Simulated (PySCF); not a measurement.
# Barium: a sound run and one with changed settings

Sound run: Ba [Xe] 6s2, Ba⁺ [Xe] 6s1. All numbers are calculated (PySCF 2.14, the spin-free X2C one-electron Hamiltonian (Gaussian nucleus), in Sapporo-DKH3-DZP-2012 (8s6p3d, 41 functions)). In the sound run the correlated levels freeze [Xe]. The sound run starts from symmetry-adapted Hartree-Fock orbitals and uses a fine grid where one is needed.

Changed run: initial guess 1e, at most 50 SCF cycles.

| species | method | sound run (hartree) | changed run (hartree) | converged |
| --- | --- | --- | --- | --- |
| Ba | UHF | -8131.14896 | -8131.14896 | yes |
| Ba | LDA | -8127.23922 | -8127.23922 | yes |
| Ba | CCSD(T) | -8131.17093 | -8131.17093 | yes |
| Ba⁺ | MN15 | -8139.85437 | -8139.85437 | yes |

Here the plain start reaches the same solutions.
